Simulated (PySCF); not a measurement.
An unknown gives this computed stick spectrum. Level of theory: TDDFT CAM-B3LYP/def2-SVPD, vertical, gas phase, core orbitals frozen in the response in PySCF. Geometries: GFN2-xTB, one conformer each.

```tsv
state	E (eV)	f	main configurations (H = HOMO, L = LUMO)
S1	3.47	0.0019	H→L+1 (61%), H→L (26%)
S2	4.45	0.0007	H-2→L (60%), H-2→L+1 (24%)
S3	5.39	0.0027	H→L (63%), H→L+1 (26%)
S4	6.08	0.0053	H-1→L (69%), H-1→L+1 (19%)
S5	6.25	0.019	H-2→L+1 (50%), H-2→L (22%), H-3→L (10%)
S6	6.35	0.014	H-1→L+3 (43%), H→L+3 (21%)
S7	6.58	0.0096	H-3→L (37%), H→L+4 (11%), H→L+5 (10%)
S8	6.66	0.037	H→L+4 (31%), H-3→L (21%), H→L+2 (11%)
```

Problem. Which structure fits?
A. `O=C(CO[SiH3])O[SiH3]`
B. `COC(=O)[SiH2]O[SiH3]`
C. `O=C[SiH2][C@@H](C=O)[SiH2]P`

Solution. C. Its S1, at 3.47 eV, is the lowest among the candidates; the nearest of the others has S1 at 5.18 eV. S1 is HOMO→LUMO+1 (61%), HOMO→LUMO (26%). Löwdin shares by element: HOMO oxygen 45% or more, carbon 19% or more, silicon 10% or more, hydrogen 8% or more (atoms not listed hold the other 17%); LUMO carbon 42%, oxygen 20% or more (atoms not listed hold the other 38%). At the same level the other candidates give, for their lowest levels:
- `COC(=O)[SiH2]O[SiH3]`: 5.18 eV (f 0.004); 7.02 eV (f 0.027); 7.45 eV (f 0.008); 7.51 eV (f 0.028); 7.61 eV (f 0.038); T1 4.49 eV; HOMO -9.25, LUMO 0.51 eV
- `O=C(CO[SiH3])O[SiH3]`: 5.87 eV (f 0.001); 7.16 eV (f 0.003); 7.50 eV (f 0.022); 7.78 eV (f 0.018); 7.91 eV (f 0.016); T1 5.38 eV; HOMO -9.69, LUMO 0.68 eV
Triplets come from the Tamm–Dancoff approximation.
